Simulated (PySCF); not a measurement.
Polarisability and C₆ of Mn⁺ (manganese, charge +1)

[Ar] 3d5 4s1, high-spin 7S determinant. All numbers are calculated (PySCF 2.14, scalar relativity by spin-free X2C-1e, in aug-cc-pwCVTZ-DK with one added diffuse shell each of s, p, d, f, g type (11s10p8d5f4g, 152 functions)). Coupled (time-dependent) response in atomic units; α is the mean over directions.

```csv
method,mean α (bohr³),C₆ (like pair),S(−4)
UHF,38.79,213.7,1379
```

S(−4) is the Cauchy moment in α(ω) = α(0) + S(−4) ω² + …

α(iu) at UHF:

```tsv
u (hartree)	α(iu) (bohr³)
0	38.79
0.0500	35.66
0.100	28.91
0.200	17.31
0.300	11.19
0.500	6.143
0.750	3.859
1.00	2.808
1.50	1.796
2.00	1.286
3.00	0.7688
5.00	0.3682
```

A single London oscillator, α(iu) = α/(1 + u²/ω²), gives C₆ = (3/4) ω α². Matching the computed C₆ needs ω = 4 × 213.7 / (3 × 38.79²) = 0.189 hartree.

For an ion, C₆ is the dispersion term alone; charge-induced terms of lower order in 1/R come first.
